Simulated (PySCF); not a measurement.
# Computed records: GeH₅O₂Si, GeH₄O₂Si, GeH₈OSi₂, ClGeH₃OSi

Calculation on a computer-drawn molecule: the log of a Hartree-Fock and frozen-core CCSD(T) single point meant for a local Hartree-Fock minimum, with one planted fault or none, to be diagnosed. Offsets are logged minus clean, where the clean run is the same molecule without the fault. The reference is restricted for singlets and unrestricted otherwise, and also for a bond in bohr or an excited solution. Adding or removing an electron swaps singlet and doublet. The excited solution moves the top pair (singlet) or top alpha electron (doublet) to the lowest empty orbital. Highest occupied and lowest empty are orbital energies over both spins, largest force is the largest gradient component, triples share is (T) over the correlation energy, the T1 limit is 0.02 restricted and 0.045 unrestricted, electrons count all cores, a negative frequency is imaginary (commonest isotopes), and the dipole is about the centre of nuclear charge; on germanium a core potential holds 10 electrons, which the energies leave out, and 3d is frozen in MP2 and coupled-cluster steps. Program: PySCF 2.14.0.

Common to all runs: meant charge 0; meant basis cc-pV(D+d)Z; meant basis and core potential on germanium cc-pVDZ-PP ECP10MDF; logged SCF converged yes; possible faults no fault, one electron removed, one electron added, multiplicity raised by two, geometry at a saddle point, SCF held on an excited solution, minimal basis STO-3G, one bond length entered in bohr, all coordinates scaled.

(1) GeH₅O₂Si

Logged structure:
```xyz
9
GeH5O2Si
O     -0.8331     0.3590    -1.4349
Si     0.1527    -0.4524    -0.3960
Ge    -0.3284     0.6073     1.7242
O     -1.7300     1.5841     1.1254
H     -1.4704     0.9339    -1.0256
H     -0.1474    -1.9005    -0.3655
H      2.8213    -0.1209    -1.1318
H     -0.8283    -0.2598     2.9027
H     -2.2823     1.9887     1.7787
```

* meant multiplicity: 2
* logged electrons: 67
* logged basis functions: 99
* logged spin squared: 1.5598
* logged highest occupied: -8.5917 eV
* logged lowest empty: 0.87387 eV
* logged largest force: 0.011827 hartree/bohr
* logged T1 diagnostic: 0.047413
* logged D1 diagnostic: 0.23669
* logged triples share: 0.029661
* logged CC converged: yes
* logged dipole magnitude: 2.6673 debye
* logged SCF stable within its kind: yes
* logged energy HF: -734.87477 hartree
* logged energy CCSD(T): -735.47635 hartree
* planted fault: one bond length entered in bohr, row 6 of the drawn bonds
* HF energy offset from clean run: 72.77 kcal/mol
* CCSD(T) energy offset from clean run: 76.65 kcal/mol

Drawn bonds:
```tsv
atom	other atom	order
1	2	1
2	3	1
3	4	1
1	5	1
2	6	1
2	7	1
3	8	1
4	9	1
```

Notes: T1 above single-reference limit.

(2) GeH₅O₂Si

Logged structure:
```xyz
9
GeH5O2Si
O     -0.8331     0.3590    -1.4349
Si     0.1527    -0.4524    -0.3960
Ge    -0.3284     0.6073     1.7242
O     -1.7300     1.5841     1.1254
H     -1.4704     0.9339    -1.0256
H     -0.1474    -1.9005    -0.3655
H      1.5649    -0.2770    -0.7853
H     -0.8283    -0.2598     2.9027
H     -2.2823     1.9887     1.7787
```

- meant multiplicity: 2
- logged electrons: 67
- logged basis functions: 99
- logged spin squared: 0.7799
- logged highest occupied: -3.8872 eV
- logged lowest empty: -1.2702 eV
- logged largest force: 0.059209 hartree/bohr
- logged dipole magnitude: 3.017 debye
- logged SCF stable within its kind: no
- logged energy HF: -734.83001 hartree
- planted fault: SCF held on an excited solution
- HF energy offset from clean run: 100.9 kcal/mol

Drawn bonds:
```tsv
atom	other atom	order
1	2	1
2	3	1
3	4	1
1	5	1
2	6	1
2	7	1
3	8	1
4	9	1
```

Notes: coupled-cluster numbers left out as unreliable.

(3) GeH₄O₂Si

Logged structure:
```xyz
8
GeH4O2Si
O      0.0549     1.1577    -0.5027
Si     0.1941     0.5281    -2.0197
O     -0.1789    -1.0486    -1.9306
Ge    -0.6800    -2.3620    -0.8106
H      0.2379     2.0729    -0.3557
H      1.5773     0.6926    -2.5131
H     -0.7342     1.2146    -2.9420
H     -0.7388    -3.4749    -1.9497
```

* meant multiplicity: 1
* logged electrons: 67
* logged basis functions: 94
* logged spin squared: 0.7649
* logged highest occupied: -0.54213 eV
* logged lowest empty: 8.1901 eV
* logged largest force: 0.069549 hartree/bohr
* logged T1 diagnostic: 0.014812
* logged D1 diagnostic: 0.040421
* logged triples share: 0.022477
* logged CC converged: yes
* logged dipole magnitude: 6.1633 debye
* logged SCF stable within its kind: yes
* logged energy HF: -734.461 hartree
* logged energy CCSD(T): -735.06232 hartree
* planted fault: one electron added
* HF energy offset from clean run: 3.112 kcal/mol
* CCSD(T) energy offset from clean run: -0.2133 kcal/mol

Drawn bonds:
```tsv
atom	other atom	order
1	2	1
2	3	1
3	4	1
1	5	1
2	6	1
2	7	1
4	8	1
```

(4) GeH₈OSi₂

Logged structure:
```xyz
12
GeH8OSi2
O     -0.4750     2.5263     0.4156
Si    -0.5837     1.3031    -0.6963
Si     1.5236     0.3399    -1.1846
Ge     1.3466    -1.4756    -2.7608
H     -0.1175     2.3432     1.2712
H     -1.4919     0.2308    -0.2185
H     -1.1609     1.9115    -1.9109
H      2.4423     1.3671    -1.7380
H      2.1306    -0.1854     0.0680
H      2.7292    -2.0653    -3.0619
H      0.7302    -0.9879    -4.0780
H      0.4557    -2.5910    -2.1995
```

* meant multiplicity: 1
* logged electrons: 77
* logged basis functions: 123
* logged spin squared: 0.7615
* logged highest occupied: 1.6604 eV
* logged lowest empty: 7.9642 eV
* logged largest force: 0.041737 hartree/bohr
* logged T1 diagnostic: 0.017499
* logged D1 diagnostic: 0.086782
* logged triples share: 0.02656
* logged CC converged: yes
* logged dipole magnitude: 2.7079 debye
* logged SCF stable within its kind: yes
* logged energy HF: -950.72504 hartree
* logged energy CCSD(T): -951.31975 hartree
* planted fault: one electron added
* HF energy offset from clean run: 51.43 kcal/mol
* CCSD(T) energy offset from clean run: 36.6 kcal/mol

Drawn bonds:
```tsv
atom	other atom	order
1	2	1
2	3	1
3	4	1
1	5	1
2	6	1
2	7	1
3	8	1
3	9	1
4	10	1
4	11	1
4	12	1
```

Notes: highest electron not bound in this basis.

(5) ClGeH₃OSi

Logged structure:
```xyz
7
ClGeH3OSi
O      1.2474     1.0274    -0.2340
Si     0.3161    -0.1296    -0.3923
Cl     0.9872    -1.6587     0.5368
Ge     0.1847    -0.8594    -2.5041
H      1.3435     1.3890     0.5413
H     -0.8403     0.1434     0.2342
H      1.5987    -0.6705    -2.6596
```

- meant multiplicity: 1
- logged electrons: 74
- logged basis functions: 98
- logged spin squared: 0
- logged highest occupied: -8.4678 eV
- logged lowest empty: 0.19578 eV
- logged largest force: 0.118 hartree/bohr
- logged T1 diagnostic: 0.011508
- logged D1 diagnostic: 0.029745
- logged triples share: 0.02239
- logged CC converged: yes
- logged dipole magnitude: 2.2121 debye
- logged SCF stable within its kind: yes
- logged energy HF: -1118.42727 hartree
- logged energy CCSD(T): -1118.97071 hartree
- planted fault: all coordinates scaled, by -9.1 %
- HF energy offset from clean run: 44.29 kcal/mol
- CCSD(T) energy offset from clean run: 49.61 kcal/mol

Drawn bonds:
```tsv
atom	other atom	order
1	2	1
2	3	1
2	4	1
1	5	1
2	6	1
4	7	1
```

(6) GeH₄O₂Si

Logged structure:
```xyz
8
GeH4O2Si
O     -1.1789    -0.2685    -1.0296
Si     0.4835    -0.3705    -0.5189
O      0.7282     0.1769     1.1146
Ge     0.9341    -2.9141    -0.5183
H     -1.5590     0.6034    -1.3214
H      1.3168     0.5752    -1.4446
H      0.7849     1.1518     1.3047
H      1.8505    -2.8661    -1.9113
```

* meant multiplicity: 1
* logged electrons: 66
* logged basis functions: 94
* logged spin squared: 0
* logged highest occupied: -8.6353 eV
* logged lowest empty: 0.064756 eV
* logged largest force: 0.0468 hartree/bohr
* logged T1 diagnostic: 0.014764
* logged D1 diagnostic: 0.036576
* logged triples share: 0.023843
* logged CC converged: yes
* logged dipole magnitude: 2.0664 debye
* logged SCF stable within its kind: yes
* logged energy HF: -734.41171 hartree
* logged energy CCSD(T): -735.01757 hartree
* planted fault: all coordinates scaled, by +5.2 %
* HF energy offset from clean run: 11.7 kcal/mol
* CCSD(T) energy offset from clean run: 5.561 kcal/mol

Drawn bonds:
```tsv
atom	other atom	order
1	2	1
2	3	1
2	4	1
1	5	1
2	6	1
3	7	1
4	8	1
```
